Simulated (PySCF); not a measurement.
Bonds (- single, = double, # triple, : aromatic): C1-C2, C2=C3, C3-F4, C3-Si5, Si5-Si6, Si6-O7, O7-C8, C8=O9, Si6-C2. C1 carries H10, H11, H12; Si5 carries H13, H14; Si6 carries H15; C8 carries H16. Stereochemistry as in CC1=C(F)[SiH2][Si@H]1OC=O. H13 is cis to O7 on the ring; H14 is trans to O7 on the ring.

PySCF 2.14.0 with density-fitted response routines calculation with shielding tensors at PBE0/pcSseg-1 (GIAO) and coordinates at the GFN2-xTB level; no relativistic terms, one averaged value for each set of equivalent atoms, one conformer, gas phase.

Chemical shifts δ = σref − σ; $^{13}$C, $^{1}$H, $^{29}$Si vs TMS; $^{19}$F against CFCl3; H2O for $^{17}$O, all at this level.

```json
{"atoms": "Si6", "nucleus": "$^{29}$Si", "count": "1", "Hirshfeld charge": "0.32", "δ (ppm)": "-22.4"}
{"atoms": "C2", "nucleus": "$^{13}$C", "count": "1", "Hirshfeld charge": "-0.10", "δ (ppm)": "154.4"}
{"atoms": "F4", "nucleus": "$^{19}$F", "count": "1", "Hirshfeld charge": "-0.09", "δ (ppm)": "-53.0"}
{"atoms": "H13", "nucleus": "$^{1}$H", "count": "1", "Hirshfeld charge": "-0.06", "δ (ppm)": "?"}
{"atoms": "O7", "nucleus": "$^{17}$O", "count": "1", "Hirshfeld charge": "-0.19", "δ (ppm)": "?"}
{"atoms": "H16", "nucleus": "$^{1}$H", "count": "1", "Hirshfeld charge": "0.06", "δ (ppm)": "8.16"}
{"atoms": "C8", "nucleus": "$^{13}$C", "count": "1", "Hirshfeld charge": "0.18", "δ (ppm)": "166.6"}
{"atoms": "Si5", "nucleus": "$^{29}$Si", "count": "1", "Hirshfeld charge": "0.24", "δ (ppm)": "-42.8"}
{"atoms": "H15", "nucleus": "$^{1}$H", "count": "1", "Hirshfeld charge": "-0.06", "δ (ppm)": "5.45"}
{"atoms": "O9", "nucleus": "$^{17}$O", "count": "1", "Hirshfeld charge": "-0.24", "δ (ppm)": "?"}
{"atoms": "H14", "nucleus": "$^{1}$H", "count": "1", "Hirshfeld charge": "-0.08", "δ (ppm)": "5.01"}
{"atoms": "C3", "nucleus": "$^{13}$C", "count": "1", "Hirshfeld charge": "0.00", "δ (ppm)": "187.9"}
{"atoms": "H10/H11/H12", "nucleus": "$^{1}$H", "count": "3", "Hirshfeld charge": "0.05", "δ (ppm)": "?"}
{"atoms": "C1", "nucleus": "$^{13}$C", "count": "1", "Hirshfeld charge": "-0.12", "δ (ppm)": "15.4"}
```

**Question.** Fill in the missing shifts.

**Answer.** 
- H13: 5.34 ppm, hydrogen on a silicon bonded to C, Si, in a 4-membered ring
- H10/H11/H12: 2.01 ppm, hydrogen on an allylic methyl carbon; allylic position
- O9: 464.5 ppm, carbonyl oxygen
- O7: 204.6 ppm, oxygen bonded to C, Si

Shifts are as computed. Against solution values, carbons near 30 ppm lie about +3 ppm off and those near 130 ppm about +5 ppm. Of 1309 compounds with measured shifts, 239 miss one by over three times the rms of a fit or turn the order of signals round; such compounds aren't used in these exercises. Unscaled 19F shifts against computed CFCl3 carry errors that often reach 10 to 50 ppm. Unscaled 17O shifts of doubly bonded oxygen tend to come out too high, by tens of ppm or more. Experimental scales use liquid or dissolved standards, which lie at an offset from isolated H2O (liquid H2O: subtract about 36 ppm).
